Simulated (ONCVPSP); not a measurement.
# What one change does to a pseudopotential (gallium, ONCV)

gallium (Ga), optimised norm-conserving Vanderbilt (ONCV), made with ONCVPSP 4.0.1 (LDA (Perdew-Wang 92), scalar-relativistic). Core [Ne], reference 3s2 3p6 3d10 4s2 4p0.5 (charge +0.5). Waves: 3s+4s: rc 1.10 bohr, ncon 4, nbas 8, qcut 12.6 1/bohr, 2 projectors; 3p+4p: rc 1.35 bohr, ncon 4, nbas 7, qcut 11.7 1/bohr, 2 projectors; 3d: rc 1.10 bohr, ncon 4, nbas 9, qcut 15.8 1/bohr, 2 projectors, debl 1.5 Ha. Local part: polynomial inside 0.70 bohr (lpopt 5, dvloc0 0 Ha). Core correction: none.

Change: s: qcut 15.7; p: qcut 14.5; d: qcut 19.6.

Cutoffs: the cutoffs (Ha) at which the residual kinetic energy of the hardest occupied pseudo-wave falls to 1 and 0.1 mHa per electron; they do not see the model core or the augmentation charge, which bear on the density cutoff. Errors are all-electron minus pseudo energies relative to the spin-unpolarised reference configuration.

**Question.** What does the change do?

**Answer.** The potential gets harder (93 Ha and 104 Ha → 111 Ha and 126 Ha); the errors of the 4 common tests hardly move; neither file shows a bound ghost.

| quantity | base | changed |
| --- | --- | --- |
| cutoff, loose | 93 Ha | 111 Ha |
| cutoff, tight | 104 Ha | 126 Ha |
| loose cutoff by channel | s 51 Ha, p 46 Ha, d 93 Ha | s 70 Ha, p 53 Ha, d 111 Ha |
| bound ghosts | none | none |
| GHOST(+) flags under 300 eV | none | none |
| error for 3s2 3p6 3d10 4s2 4p1, meV [ΔE -2.12 eV] | +0.2 | +0.2 |
| error for 3s2 3p6 3d10 4s2 4p0, meV [ΔE 3.76 eV] | -0.4 | -0.4 |
| error for 3s2 3p6 3d10 4s1 4p0, meV [ΔE 25.26 eV] | -1.2 | -1.2 |
| error for 3s2 3p6 3d10 4s1 4p1, meV [ΔE 11.22 eV] | -0.5 | -0.5 |
| s: phases at 1.12 bohr within 0.05 rad from the reference energy up to (Ha; the scan ends near 5) | to the end of the scan | to the end of the scan |
| p: phases at 1.37 bohr within 0.05 rad from the reference energy up to (Ha; the scan ends near 5) | to the end of the scan | to the end of the scan |
| d: phases at 1.12 bohr within 0.05 rad from the reference energy up to (Ha; the scan ends near 5) | to the end of the scan | to the end of the scan |
